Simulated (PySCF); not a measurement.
These are B3LYP-D3(BJ)/def2-TZVP // PBE0-D4/def2-TZVP (PySCF) values and carry that method's errors. Isolated molecules, 0 K electronic values unless said otherwise. One relaxed conformer stands for a flexible species; it need not be the lowest. B3LYP has the VWN-RPA correlation part, as in Gaussian. Delta-SCF ions had no search for a lower state. Excitations are Tamm–Dancoff values on a coarser integration grid. The basis has no diffuse functions, so Rydberg states are missing or too high.

Reference species (SMILES): `[SiH3]Cl` (neutral, multiplicity 1).

```json
{
 "vertical ionisation energy (Delta-SCF)": "11.43 eV",
 "HOMO–LUMO gap": "8.48 eV",
 "T1 excitation (TDA)": "6.90 eV"
}
```

After one change: the vertical ionisation energy (Delta-SCF) decreases by 1.10 eV; the HOMO–LUMO gap falls by 0.59 eV; the T1 excitation (TDA) falls by 0.60 eV.

What was changed between the two runs? The new species is one of these.
(A) `N[SiH2]Cl`
(B) `C[S@@](=O)[SiH2]Cl` (O–S–Si–Cl torsion 174°)
(C) `CC[SiH2]Cl` (C–C–Si–Cl torsion 61°)
(D) `O=C[SiH2]Cl` (O–C–Si–Cl torsion 180°)

A, `N[SiH2]Cl`
